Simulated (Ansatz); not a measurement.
CH$_{8}$FNO$_{2}$Si$_{2}$ (`CN([SiH2]O)[SiH](O)F`). Charge 0, multiplicity 1. Geometry: relaxed with PBE0-D4/def2-TZVP. It is one conformer, not always the lowest.

```xyz
15

C    -0.247    1.500    1.111
N    -0.071    0.377    0.186
Si    1.460    0.314   -0.631
O     1.411   -0.823   -1.807
Si   -1.330   -0.712   -0.163
O    -0.738   -2.228   -0.398
F    -2.321   -0.702    1.089
H     0.620    1.595    1.773
H    -0.372    2.449    0.580
H    -1.121    1.346    1.745
H     1.753    1.612   -1.288
H     2.519    0.043    0.382
H     0.978   -1.655   -1.590
H    -2.131   -0.426   -1.364
H    -0.410   -2.691    0.376
```

(1) What is the dipole moment at ωB97M-V/def2-TZVPP? (Best estimate.)

(2) And with PBE, r2SCAN, B3LYP? (Estimate.)

(3) Give the Mulliken charges with ωB97M-V, PBE, r2SCAN in def2-TZVPP. (An estimate is asked.)

Results:

(1) The calculation gave: 1.80 D, with components (0.21, -0.12, 1.79) D in this frame, pointing from negative to positive charge.

(2) The calculation gave: PBE 1.73 D, r2SCAN 1.78 D, B3LYP 1.78 D.

(3) The calculation gave: 
```
atom  ωB97M-V    PBE  r2SCAN
  C1    -0.28  -0.23   -0.10
  N2    -0.29  -0.17   -0.30
 Si3     0.45   0.42    0.54
  O4    -0.40  -0.36   -0.42
 Si5     0.64   0.57    0.71
  O6    -0.41  -0.37   -0.44
  F7    -0.31  -0.28   -0.32
  H8     0.12   0.10    0.06
  H9     0.13   0.11    0.07
 H10     0.12   0.10    0.06
 H11    -0.04  -0.08   -0.09
 H12    -0.06  -0.10   -0.11
 H13     0.19   0.19    0.20
 H14    -0.05  -0.09   -0.09
 H15     0.20   0.20    0.22
```

B3LYP here is the variant with VWN-RPA as its local correlation; programs differ in this.

Computed with Ansatz.
